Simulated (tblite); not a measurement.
C8H16N2.
SMILES with atom numbers: `[CH2:1]=[CH:2][CH2:3][N:4]([CH:5]=[CH2:6])[NH:7][CH2:8][CH2:9][CH3:10]` (hydrogens: H11, H12 on C1; H13 on C2; H14, H15 on C3; H16 on C5; H17, H18 on C6; H19 on N7; H20, H21 on C8; H22, H23 on C9; H24, H25, H26 on C10)

Geometry (GFN2-xTB, Å), atoms numbered from 1 in this order:
```
atom  x, y, z in Å
C1     2.365   -1.302    1.910
C2     2.604   -0.757    0.731
C3     1.783   -1.013   -0.499
N4     0.994    0.162   -0.859
C5     1.663    1.239   -1.416
C6     1.263    2.503   -1.381
N7    -0.075    0.487   -0.017
C8    -1.267   -0.305   -0.260
C9    -2.437    0.272    0.531
C10   -3.735   -0.468    0.233
H11    1.587   -2.038    2.048
H12    2.945   -1.056    2.783
H13    3.382   -0.013    0.615
H14    2.428   -1.256   -1.347
H15    1.098   -1.850   -0.335
H16    2.549    0.946   -1.964
H17    1.805    3.268   -1.906
H18    0.383    2.794   -0.840
H19    0.196    0.450    0.967
H20   -1.474   -0.242   -1.332
H21   -1.144   -1.371    0.000
H22   -2.215    0.207    1.599
H23   -2.541    1.328    0.277
H24   -4.552   -0.058    0.821
H25   -3.992   -0.379   -0.820
H26   -3.636   -1.525    0.472
```

All values are computed: GFN2-xTB (tblite) harmonic vibrations without scaling, gas phase. Against measured fundamentals such values can be off by several per cent, at times by over 20. One conformer, not necessarily the lowest.

Harmonic wavenumbers (cm⁻¹): 31.0, 46.6, 48.3, 64.3, 102.1, 113.3, 157.8, 221.4, 224.4, 244.5, 297.7, 380.9, 393.5, 415.3, 481.1, 545.1, 643.5, 678.8, 787.6, 795.8, 806.3, 852.4, 897.9, 911.7, 919.9, 946.9, 958.5, 990.7, 1017.1, 1022.2, 1089.4, 1097.7, 1112.2, 1127.8, 1137.8, 1150.8, 1178.4, 1229.4, 1262.3, 1268.1, 1294.0, 1297.7, 1308.4, 1317.4, 1360.9, 1385.4, 1412.0, 1414.6, 1416.4, 1463.4, 1489.9, 1495.9, 1502.9, 1505.8, 1701.2, 1708.2, 2810.4, 2955.8, 2962.9, 2964.1, 2974.7, 2999.2, 3030.8, 3039.0, 3043.4, 3055.9, 3060.0, 3088.1, 3118.3, 3131.3, 3163.6, 3245.6.

A = 1579, B = 766.9, C = 577.2 MHz; mass 140.131 u (most abundant isotopes); point group C1, symmetry number 1.

Q: Zero-point energy?

A: Half the sum of the wavenumbers: 49684 cm⁻¹ = 594.35 kJ/mol.

Q: What is S at 400 K and 1 bar for an ideal gas of classical rigid rotors and harmonic oscillators?

A: Translation 176.61, rotation 131.32, vibration 238.59: S = 546.5 J/(mol K).

Q: And Cp and H(400 K) − H(0)?

A: Cp = 254.46 J/(mol K), of which vibrations give 221.20 (their classical limit is 72 R = 598.6); H(400 K) − H(0) = 59.20 kJ/mol without the zero-point energy, 45.90 from vibrations.

Q: Blend soft modes into free rotors: weight 1/[1 + (100 cm⁻¹/ν̃)⁴] for the oscillator and the rest for a rotor with moment μB/(μ + B), μ = h/(8π²ν), B = 10⁻⁴⁴ kg m². What vibrational entropy results?

A: 209.37 J/(mol K) in place of 238.59, which changes −T·S at 400 K by +11.69 kJ/mol.

Q: What must be added to the electronic energy to get the Gibbs energy at 400 K and 1 bar?

A: ZPE + [H(400 K) − H(0)] − T·S = 594.35 + 59.20 − 218.61 = 434.94 kJ/mol.

Q: How do the functions run with temperature in this model?

A: 
```json
{"T (K)": "50", "S (J/(mol K))": "269.3", "Cp (J/(mol K))": "73.0", "H − H(0) (kJ/mol)": "2.61", "G − H(0) (kJ/mol)": "-10.86", "ln q(vib)": "1.40"}
{"T (K)": "100", "S (J/(mol K))": "328.9", "Cp (J/(mol K))": "100.8", "H − H(0) (kJ/mol)": "6.99", "G − H(0) (kJ/mol)": "-25.90", "ln q(vib)": "3.66"}
{"T (K)": "298.15", "S (J/(mol K))": "480.4", "Cp (J/(mol K))": "197.7", "H − H(0) (kJ/mol)": "36.15", "G − H(0) (kJ/mol)": "-107.09", "ln q(vib)": "11.34"}
{"T (K)": "373.15", "S (J/(mol K))": "529.3", "Cp (J/(mol K))": "239.8", "H − H(0) (kJ/mol)": "52.56", "G − H(0) (kJ/mol)": "-144.96", "ln q(vib)": "13.97"}
{"T (K)": "500", "S (J/(mol K))": "608.8", "Cp (J/(mol K))": "304.5", "H − H(0) (kJ/mol)": "87.21", "G − H(0) (kJ/mol)": "-217.20", "ln q(vib)": "18.32"}
{"T (K)": "750", "S (J/(mol K))": "751.2", "Cp (J/(mol K))": "397.6", "H − H(0) (kJ/mol)": "175.82", "G − H(0) (kJ/mol)": "-387.62", "ln q(vib)": "26.61"}
{"T (K)": "1000", "S (J/(mol K))": "874.7", "Cp (J/(mol K))": "459.6", "H − H(0) (kJ/mol)": "283.47", "G − H(0) (kJ/mol)": "-591.23", "ln q(vib)": "34.41"}
```

q(vib) and H(0) count from the zero-point level.

Q: Which modes carry the vibrational entropy at 400 K?

A: 31.0 cm⁻¹: 26.56; 46.6 cm⁻¹: 23.17; 48.3 cm⁻¹: 22.88; 64.3 cm⁻¹: 20.51; 102.1 cm⁻¹: 16.69; 113.3 cm⁻¹: 15.84 J/(mol K); the other 66 give 112.95 together.

Hindered rotation and anharmonicity are outside this model. Other conformers, if any are populated, would add a mixing term that is left out. The structure is chiral; the term R ln 2 for an equal mix with its mirror image is left out.
